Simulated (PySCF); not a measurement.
## Unknowns

- J: B3LYP/pcJ-1 (spin–dipole term left out of most H,H and C,H couplings)
- PBE0-D3(BJ)/def2-SVP structure
- GIAO PBE0/pcSseg-1 shieldings
- run in PySCF
- one conformer, relativity neglected, no solvent, averaged over atoms made equivalent by symmetry, fast rotation or ring inversion

Referencing at the same level of theory: 1H, 13C against TMS. Multiplet labels drop J under 1 Hz and among equivalent protons, and merge close values. Unscaled 3J(H,H) run several per cent high. Where no couplings were computed, multiplicities follow the n + 1 count of equivalent neighbours, and m marks all less simple cases (inequivalent or close neighbours, rings, F or P nearby). Shifts are as computed. Against solution values, carbons near 30 ppm lie about +2 ppm off and those near 130 ppm about +5 ppm. Of 1211 compounds with measured shifts, 218 miss one by over three times the rms of a fit or turn the order of signals round; such compounds aren't used in these exercises. OH and NH positions are gas-phase values without hydrogen bonding to other molecules.

**Question.** C8H9NSi. 1H NMR (300 MHz, computed): δ 7.57 (d, 1H), 7.14 (m, 1H), 7.07 (m, 1H), 6.56 (d, 1H), 6.22 (m, 1H), 4.85 (m, 2H), 3.33 (br s, 2H). 13C{1H} NMR (computed): δ 154.5 (CH), 146.8 (C), 138.9 (C), 136.4 (C), 134.7 (CH), 128.0 (CH), 127.6 (CH), 120.3 (CH). Identify the compound.

**Answer.** SMILES [SiH2]1C2=CC=CC(N)=C2C=C1. Rings plus π bonds: 6 (2 rings in the answer). 8 carbon signals for 8 carbons: no two carbons are equivalent. Carbon types of the structure: 3 × C, 5 × CH, leaving 4 H on heteroatoms. δC 154.5, 127.6: alkene CH; the olefinic region. δC 146.8: aromatic carbon bearing nitrogen; σ withdrawal by the attached heteroatom moves it downfield of the ring CH carbons. δC 138.9, 136.4: substituted aromatic carbon. δC 134.7, 128.0, 120.3: aromatic CH.

The shifts were computed for this structure.

**Question.** C3H9N. 1H NMR (300 MHz, computed): δ 3.08 (sept, J = 6.7 Hz, 1H), 0.97 (d, J = 6.7 Hz, 6H), 0.34 (br s, 2H). 13C{1H} NMR (computed): δ 44.5 (CH), 26.5 (CH3). Identify the compound.

**Answer.** 2-Propanamine (CC(C)N). The formula gives 0 degrees of unsaturation. 2 carbon signals for 3 carbons: some carbons are equivalent by symmetry or fast rotation. Carbon types of the structure: 1 × CH, 2 × CH3, leaving 2 H on heteroatoms. δC 44.5: sp3 CH bonded to N; deshielded by the electronegative neighbour. δC 26.5: methyl carbon; a saturated carbon with 1 carbon neighbour and no heteroatom attached. δH 3.08: hydrogen on an sp3 CH bonded to N; its carbon carries N, which withdraws density. δH 0.34: hydrogen on an amine nitrogen; exchangeable; this is the value without hydrogen bonding to other molecules. The protons at 0.97 and 3.08 share a coupling of 6.7 Hz (vicinal).
